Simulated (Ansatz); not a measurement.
Coupled-cluster run, `C=C1[SiH2]C1Br`.

```yaml
crystal:
  periodic: [false, false, false]
  atoms:
    - {symbol: C, position_ang: [0.054211, 1.744991, 0.252176]}
    - {symbol: C, position_ang: [0.176765, 0.432722, 0.168308]}
    - {symbol: Si, position_ang: [0.085517, -1.266378, 0.823660]}
    - {symbol: C, position_ang: [0.093927, -0.587261, -0.918414]}
    - {symbol: Br, position_ang: [-1.414421, -0.557295, -2.121823]}
    - {symbol: H, position_ang: [0.094983, 2.257895, 1.206781]}
    - {symbol: H, position_ang: [-0.105417, 2.355442, -0.633709]}
    - {symbol: H, position_ang: [1.284211, -1.987836, 1.305734]}
    - {symbol: H, position_ang: [-1.189690, -1.713678, 1.418906]}
    - {symbol: H, position_ang: [1.003113, -0.729804, -1.498618]}
basis:
  gaussian: {orbitals: def2-TZVPP}
correlation: {method: ccsd_t}
output: {orbitals: {seedname: orbitals}}
```

```sh
$ ansatz run in.yaml --threads 4 --pin off --events-out ev --progress --plain --max-ram 10444MiB
```

Log, shortened:

```
Functional definition: HF
1532 factors; integrals over basis functions are off by at most 9.4e-4 eV
mean field evaluation 1: about -81027.2964 eV, gradient 3.1e1 eV
mean field evaluation 2: about -81027.6090 eV, gradient 3.1e1 eV
mean field evaluation 4: about -81030.7742 eV, gradient 4.7e0 eV
mean field evaluation 8: about -81030.8552 eV, gradient 4.2e-1 eV
mean field evaluation 16: about -81030.8561 eV, gradient 1.3e-6 eV
mean field -81030.85608334 eV, -2977.8290363759 hartree, gradient 1.3e-6 eV, S^2 0.000000; 0 other end points of the search recorded, 0 dependent functions left out; unrestricted orbitals would lower it
17 core orbitals not correlated: weight in the atoms' cores, before any rotation towards them, 1.000 or more for the frozen orbitals, at most 0.000 for the correlated occupied ones
reference -81030.85608334 eV, -2977.8290363759 hartree; 19, 19 occupied and 217, 217 virtual orbitals, 1532 factors
second order -23.94473042 eV of doubles, -0.00000000 eV of singles
cycle   1  -24.15858452 eV  change   -2.1e-1 eV  update   1.1e-1
cycle   2  -24.83117955 eV  change   -6.7e-1 eV  update   3.4e-2
cycle   3  -24.94691885 eV  change   -1.2e-1 eV  update   1.6e-2
cycle   4  -24.93560565 eV  change    1.1e-2 eV  update   4.6e-3
cycle   5  -24.93731255 eV  change   -1.7e-3 eV  update   1.9e-3
cycle   6  -24.93769805 eV  change   -3.9e-4 eV  update   6.0e-4
cycle   7  -24.93733758 eV  change    3.6e-4 eV  update   2.3e-4
cycle   8  -24.93732979 eV  change    7.8e-6 eV  update   8.7e-5
cycle   9  -24.93735662 eV  change   -2.7e-5 eV  update   3.1e-5
perturbative correction -1.13516846 eV, -0.0417166714 hartree
Total energy: -81056.92860842 eV, -2978.7871839999 hartree
```

Hardware: 4 threads of an Arm Neoverse V2 on a shared host. Wall time 4.2 min, peak host memory 5.6 GiB.

Correlation energy per correlated electron: -0.686 eV. T1 diagnostic: 0.0108.
